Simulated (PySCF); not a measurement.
Magnetisability: `C#[C][Ge@@H]([C]#N)[CH2][SiH3]`, C₄H₇GeNSi

Molfile (atoms numbered from 1):
```
C4H7GeNSi
     RDKit          3D

 14 13  0  0  0  0  0  0  0  0999 V2000
    1.8738    2.4465    0.0976 C   0  0  0  0  0  0  0  0  0  0  0  0
    1.5133    1.3540   -0.2534 C   0  0  0  0  0  0  0  0  0  0  0  0
    0.9202   -0.3680   -0.7987 Ge  0  0  1  0  0  4  0  0  0  0  0  0
    1.6355   -1.5840    0.5085 C   0  0  0  0  0  0  0  0  0  0  0  0
    2.0528   -2.3212    1.2785 N   0  0  0  0  0  0  0  0  0  0  0  0
   -1.0418   -0.5177   -0.8600 C   0  0  0  0  0  0  0  0  0  0  0  0
   -1.8582   -0.1498    0.8231 Si  0  0  0  0  0  4  0  0  0  0  0  0
    2.1953    3.4020    0.4031 H   0  0  0  0  0  0  0  0  0  0  0  0
    1.6213   -0.7223   -2.0946 H   0  0  0  0  0  0  0  0  0  0  0  0
   -1.4152    0.1694   -1.6194 H   0  0  0  0  0  0  0  0  0  0  0  0
   -1.3020   -1.5252   -1.1861 H   0  0  0  0  0  0  0  0  0  0  0  0
   -3.3054   -0.3003    0.6491 H   0  0  0  0  0  0  0  0  0  0  0  0
   -1.3571   -1.1059    1.8106 H   0  0  0  0  0  0  0  0  0  0  0  0
   -1.5333    1.2220    1.2196 H   0  0  0  0  0  0  0  0  0  0  0  0
  1  2  3  0
  2  3  1  0
  3  4  1  0
  4  5  3  0
  3  6  1  0
  6  7  1  0
  1  8  1  0
  3  9  1  6
  6 10  1  0
  6 11  1  0
  7 12  1  0
  7 13  1  0
  7 14  1  0
M  END
```

Computed, not measured: GIAO HF/pcSseg-1 magnetisability, rotational g tensor and spin-rotation constants, non-relativistic, gas phase (PySCF). Geometry: GFN2-xTB.

The calculation is non-relativistic, which matters for the atoms heavier than Zn.

Q: How diamagnetic is it, and how anisotropic?

A: Isotropic -1521 × 10⁻³⁰ J/T², or -91.6 × 10⁻⁶ cm³/mol; principal values -1606, -1503, -1452 × 10⁻³⁰ J/T², anisotropy 136 × 10⁻³⁰ J/T² (root of half the summed squared differences of the principal values). The susceptibility is in cgs units.

Q: Split it along the inertial axes a, b, c into diamagnetic and paramagnetic parts about the centre of mass, with the quadrupole moment.

A: 
```
axis  χ (10⁻⁶ cm³/mol)  diamagnetic (10⁻⁶ cm³/mol)  paramagnetic (10⁻⁶ cm³/mol)  summed x² of all electrons (Å²)  quadrupole Θ (D Å)
   a             -87.8                      -862.5                        774.7                            190.2               +0.93
   b             -96.1                     -1095.4                        999.3                            135.3               -4.55
   c             -90.8                     -1380.7                       1289.9                             68.0               +3.62
```
Anisotropies 2χaa − χbb − χcc = +11.4 and 2χbb − χaa − χcc = -13.7 × 10⁻⁶ cm³/mol. Θ is traceless in Buckingham's convention.

Q: And the rotational g tensor?

A: 
| axis | rotational constant (GHz) | g | nuclear part | electronic part |
| --- | --- | --- | --- | --- |
| a | 1.5499 | -0.0201 | 0.5440 | -0.5641 |
| b | 1.2048 | -0.0091 | 0.5565 | -0.5656 |
| c | 0.9217 | -0.0113 | 0.5472 | -0.5586 |

Asymmetric top; isotopes 12C, 74Ge, 1H, 14N, 28Si; no vibrational averaging.
